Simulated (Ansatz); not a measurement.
W(NH)2Br2 (WBr₂N₂H₂). Total charge 0; singlet. Geometry PBE-D4/def2-SVP, basis def2-TZVP, Ansatz.

```xyz
7

W    -0.3895    0.1860   -0.1856
N     0.9723    1.1066    0.4351
H     1.8961    1.2160    0.8655
N    -0.0772   -1.5339   -0.0086
H     0.4785   -2.3502    0.2660
Br   -0.5515    0.6537   -2.5851
Br   -2.3286    0.7218    1.2127
```

```tsv
run	HOMO (eV)	LUMO (eV)
A	-8.08	-2.65
B	-6.79	-3.32
C	-9.38	-1.66
D	-7.11	-3.28
E	-6.97	-3.56
F	-7.58	-3.03
```

In the def2 sets W takes a core potential; there is no spin–orbit coupling.

The runs used CAM-B3LYP, LDA (SPW92), PBE, PBE0, r2SCAN, r2SCANh. Estimate which is which.

A PBE0 (25 % exact exchange); B PBE (0 % exact exchange); C CAM-B3LYP (range-separated); D r2SCAN (0 % exact exchange); E LDA (SPW92) (0 % exact exchange); F r2SCANh (10 % exact exchange). Exact exchange lowers occupied and raises empty levels; among semilocal functionals meta-GGAs tend to open the gap a little, and such runs are hard to tell apart. The gap grows from 3.40 eV (LDA (SPW92)) to 7.72 eV (CAM-B3LYP). The restricted singlet is unstable towards broken spin symmetry in Hartree–Fock (as tested in another run); at PBE0-D4/def2-TZVP, CAM-B3LYP-D4/def2-TZVP, r2SCAN-D4/def2-TZVP, LDA (SPW92)/def2-TZVP and others this wasn't settled.
